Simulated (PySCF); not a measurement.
An unknown is described by computed data only.

Formula: C5H10NP.

| Quantity | Value |
| --- | --- |
| NMR, other nuclei | isotropic shieldings of nuclei other than C and H, by class: -33 (1 N), 354 (1 P) ppm [GIAO PBE0/pcSseg-1] |
| Polarisability | 87.8 au [CAM-B3LYP/def2-SVPD] |
| UV, strongest line | among the 8 lowest singlet transitions: S3 at 7.00 eV (177 nm, f = 0.115) [TDDFT CAM-B3LYP/def2-SVPD] |
| Dipole | 3.44 D [CAM-B3LYP/def2-SVPD] |
| 13C NMR | chemical shifts (computed TMS as zero) by class: 126.2 (1 C), 29.7 (1 C), 24.3 (2 C), 1.9 (1 C) ppm [GIAO PBE0/pcSseg-1] |
| Rotational structure | rotational constants A, B, C: 3.152, 1.524, 1.248 GHz [GFN2-xTB] |
| Triplet | lowest triplet excitation (Tamm–Dancoff): 5.23 eV [TDA CAM-B3LYP/def2-SVPD] |

Electronic properties: PySCF, gas phase, density fitting. Levels stand in brackets. Isolated species at its GFN2-xTB geometry (one conformer only). Each NMR value is the plain mean over a class of atoms that symmetry, rotation or inversion makes alike.

Question: Propose a structure and show how it fits.

Answer: Numbering: `[CH3:1][CH:2]([CH3:3])[PH:4][CH2:5][C:6]#[N:7]`. 5 carbons fall into 4 classes; from least to most shielded: nitrile carbon [C6] (126.2 ppm), sp3 carbon bound to phosphorus [C2] (29.7 ppm), methyl carbon [C1/C3] (24.3 ppm, 2 C, up to 7.0 ppm apart in this geometry), sp3 carbon bound to phosphorus [C5] (1.9 ppm). The other shieldings belong to: -33 ppm, nitrile nitrogen [N7]; 354 ppm, phosphine phosphorus [P4]. The optimised geometry has point group C1 and is an asymmetric top. Structure: `C(PC(C)C)C#N`. Computed isomers that give other values at the same levels: `C#CCP(N)CC` (13C chemical shifts (computed TMS as zero) by class: 85.9 (1 C), 76.4 (1 C), 36.2 (1 C), 26.0 (1 C), 9.1 (1 C) ppm); `C=PN1CCCC1` (13C chemical shifts (computed TMS as zero) by class: 122.3 (1 C), 54.0 (2 C), 30.3 (2 C) ppm); `C=P1(N(C)C)C=C1` (13C chemical shifts (computed TMS as zero) by class: 182.1 (2 C), 39.6 (2 C), -0.1 (1 C) ppm). The assignments are read from this structure; whether some other isomer fits the data as well wasn't checked.

The values belong to the conformer `[CH3:1][CH:2]([CH3:3])[PH:4][CH2:5][C:6]#[N:7]`: C1–C2–P4–C5 -79°, C2–P4–C5–C6 -76°.
